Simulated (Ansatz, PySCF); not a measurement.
Molecule: sum formula SiH3Cl (charge 0, singlet). 
Geometry from a B3LYP-D3(BJ)/def2-TZVP (Ansatz, a first-principles code) optimisation:
```
Si
H 1 1.4758
H 1 1.4758 2 110.45
H 1 1.4758 2 110.45 3 122.47
Cl 1 2.0663 2 108.48 4 118.76
```
Charge 0, spin multiplicity 1.

Property: atomisation energy (electronic, to ground-state atoms), in kcal/mol. Valence correlation only, unless marked. Open shells are spin-unrestricted. Spin-orbit coupling is left out. Non-relativistic. The coupled-cluster limit lacks core correlation, which all-electron functionals hold. CBS marks a two-point X^-3 extrapolation of the correlation energy; Hartree-Fock from the larger set.

```json
[
 {"level": "HF/STO-3G", "program": "Ansatz", "atomisation energy (kcal/mol)": "354.7", "minus last row": "14.1"},
 {"level": "HF/6-31G*", "program": "Ansatz", "atomisation energy (kcal/mol)": "256.6", "minus last row": "-84.0"},
 {"level": "M06-L/def2-TZVPD", "program": "PySCF", "atomisation energy (kcal/mol)": "346.1", "minus last row": "5.5"},
 {"level": "B3LYP/def2-TZVPD", "program": "Ansatz", "atomisation energy (kcal/mol)": "333.9", "minus last row": "-6.7"},
 {"level": "PBE0/STO-3G", "program": "Ansatz", "atomisation energy (kcal/mol)": "436.9", "minus last row": "96.3"},
 {"level": "PBE0-D3(BJ)/def2-TZVP", "program": "Ansatz + dftd3", "atomisation energy (kcal/mol)": "333.4", "minus last row": "-7.2"},
 {"level": "r2SCAN0-D4/def2-TZVPD", "program": "Ansatz + dftd4", "atomisation energy (kcal/mol)": "336.5", "minus last row": "-4.1"},
 {"level": "HSE06/def2-TZVPD", "program": "Ansatz", "atomisation energy (kcal/mol)": "332.1", "minus last row": "-8.5"},
 {"level": "LC-wPBE-D4/def2-TZVPD", "program": "Ansatz + dftd4", "atomisation energy (kcal/mol)": "334.0", "minus last row": "-6.6"},
 {"level": "MP2/cc-pV(D+d)Z", "program": "Ansatz", "atomisation energy (kcal/mol)": "311.5", "minus last row": "-29.1"},
 {"level": "SCS-MP2/def2-TZVPP", "program": "Ansatz", "atomisation energy (kcal/mol)": "333.9", "minus last row": "-6.7"},
 {"level": "CCSD/aug-cc-pV(D+d)Z", "program": "Ansatz", "atomisation energy (kcal/mol)": "314.1", "minus last row": "-26.5"},
 {"level": "CCSD/cc-pV(D+d)Z", "program": "Ansatz", "atomisation energy (kcal/mol)": "310.4", "minus last row": "-30.2"},
 {"level": "CCSD(T)/CBS(cc-pV(T+d)Z,cc-pV(Q+d)Z)", "program": "Ansatz", "atomisation energy (kcal/mol)": "341.2", "minus last row": "0.6"},
 {"level": "CCSD(T)/CBS(def2-TZVPPD,def2-QZVPPD)", "program": "Ansatz", "atomisation energy (kcal/mol)": "340.6", "minus last row": "0.0"}
]
```
